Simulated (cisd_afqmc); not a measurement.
Input (AFQMC/CISD/def2-TZVPP; cisd_afqmc is a phaseless AFQMC code with CISD trial states that reads the integrals written by Ansatz):

Ansatz 0.2 input:
```python
import cisd_afqmc

open("ham.yaml", "w").write("""\
crystal:
  periodic: [false, false, false]
  atoms:
    - {symbol: Te, position_ang: [0.00592237, -0.00016184, 0.29619481]}
    - {symbol: F, position_ang: [0.82468988, 1.15001447, -0.91489018]}
    - {symbol: F, position_ang: [1.54265257, -1.13067912, 0.01154989]}
    - {symbol: F, position_ang: [-0.86062737, -1.14903241, -0.88244873]}
    - {symbol: F, position_ang: [-1.54093319, 1.13063213, 0.07444124]}
basis:
  gaussian:
    orbitals: def2-TZVPP
magnetization: {spin_polarized: false}
correlation: {method: ccsd, electrons: outside_noble_gas, hamiltonian_folder: ham}
""")
rep = cisd_afqmc.ansatz("ham.yaml")
e_ccsd = rep["correlation"]["coupled_cluster"]["energy"]["hartree"]
out = cisd_afqmc.run("ham", e_ccsd, trial="CISD", walkers=1000, populations=1, threads=12, dt=0.005, steps=40, early=36, settle=10, least=100,
    cut=5e-5, rank_cut=2e-4, target=0.0007, seconds=1500, seed=4, memory=62639, gpu=True)
```

Output:

```
orbitals 161, occupied [17], factors 946 of 1306, rank of the doubles 767 of 2448
E(HF) = -664.942436
E(CCSD) on the cut factors = -666.109608, shift to the whole factors -0.000001
Energy of the trial state on the determinant = -666.109574
  tau behind 10.8 of longer steps, mean of the populations' last blocks
   2.0  -666.14726
   4.0  -666.14856
   6.0  -666.15028
   8.0  -666.14916
  10.0  -666.14809
  12.0  -666.14819
  14.0  -666.15008
  16.0  -666.15013
  18.0  -666.15228
  20.0  -666.15262
  22.0  -666.15864
  24.0  -666.15211
  26.0  -666.14989
  28.0  -666.14992
  30.0  -666.15344
  32.0  -666.15108
  34.0  -666.15114
blocks 160 (0 outliers left out), error by blocks joined: 1: 0.00041, 2: 0.00052, 4: 0.00059, 8: 0.00070
E(AFQMC/CISD) = -666.15098 +/- 0.00070
```
